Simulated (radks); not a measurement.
The numbers below are computed, except where a source is named.
Tb+, 64 electrons, occupied as [Xe] 4f9 6s1. Code: a radial shooting solver on a logarithmic mesh with Libxc functionals. Model: scalar-relativistic Kohn-Sham, PBEsol, spin-polarised, spherical densities, finite nucleus; open shells are filled with parallel spins first (spin-orbit coupling, left out, can overturn this in heavy ions); Fermi nuclear charge, rms radius 5.06 fm; hard spherical wall at 12 bohr.

Radial electron density D(r) = 4 pi r^2 rho(r):

```
   r/bohr * D(r) (the largest magnitude, 116, reaches the edge; | marks zero)
 0.004156 |                *
 0.005678 |                       *
 0.007696 |                               *
  0.01043 |                                     *
  0.01414 |                                        *
  0.01931 |                                       *
  0.02617 |                                    *
  0.03547 |                                      *
  0.04807 |                                               *
  0.06567 |                                                      *
    0.089 |                                                *
   0.1206 |                                        *
   0.1635 |                                              *
   0.2233 |                                           *
   0.3027 |                        *
   0.4102 |                     *
   0.5559 |                       *
   0.7595 |             *
    1.029 |      *
    1.395 |    *
    1.891 | *
    2.583 |*
    3.501 *
    4.744 *
     6.43 *
    8.784 *
```

D(r) has 4 maxima, at r = 0.0148, 0.0662, 0.184, 0.505 bohr, and minima at 0.0284, 0.122, 0.361 bohr, inside which lie 1.93, 11.16, 29.34 electrons.
